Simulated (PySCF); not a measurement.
## Gas-phase thermal properties of GeCl2

Computed with PySCF (xtb for GFN2) and rigid-rotor harmonic-oscillator thermochemistry at 1 bar. 6-31G* has spherical d functions here. All species are closed-shell singlets. B3LYP is the form with VWN-RPA correlation. Ge: all electrons, no relativistic terms. The harmonic model lacks anharmonicity and excited electronic states, which grow with temperature; levels with a mode under 35 cm⁻¹ are left out.

```csv
level,point group,σ,ZPE (kJ/mol),S°298 (J/mol/K),Cp298 (J/mol/K),S°1000 (J/mol/K),H1000 − H298 (kJ/mol)
B3LYP/6-31G*,C2v,2,5.4,296.9,53.9,365.2,39.9
GFN2-xTB,C2v,2,5.0,297.6,54.5,366.3,40.0
HF/6-31G*,C2v,2,5.8,294.7,53.4,362.8,39.8
PBE/def2-SVP,C2v,2,5.5,296.8,53.8,365.1,39.8
PBE0/def2-TZVP,C2v,2,5.7,295.4,53.5,363.6,39.8
```
σ: rotational symmetry number. Electronic degeneracy used: 1. Frequencies are unscaled.
